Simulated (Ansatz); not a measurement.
SiCl4. Total charge 0; singlet. Geometry PBE-D4/def2-SVP, basis def2-TZVP, Ansatz.

```
run  HOMO (eV)  LUMO (eV)
  A      -8.12      -2.02
  B      -9.82      -0.82
  C      -9.04      -1.33
  D      -8.52      -1.67
  E     -12.92       3.05
  F     -12.40       1.38
```

LC-ωPBE has ω = 0.4 bohr⁻¹.

**Question.** The runs used HF, LC-ωPBE, PBE, r2SCAN, r2SCAN0, r2SCANh. Estimate which is which.

**Answer.** A PBE (0 % exact exchange); B r2SCAN0 (25 % exact exchange); C r2SCANh (10 % exact exchange); D r2SCAN (0 % exact exchange); E HF (100 % exact exchange); F LC-ωPBE (range-separated). Exact exchange lowers occupied and raises empty levels; among semilocal functionals meta-GGAs tend to open the gap a little, and such runs are hard to tell apart. The gap grows from 6.10 eV (PBE) to 15.97 eV (HF).
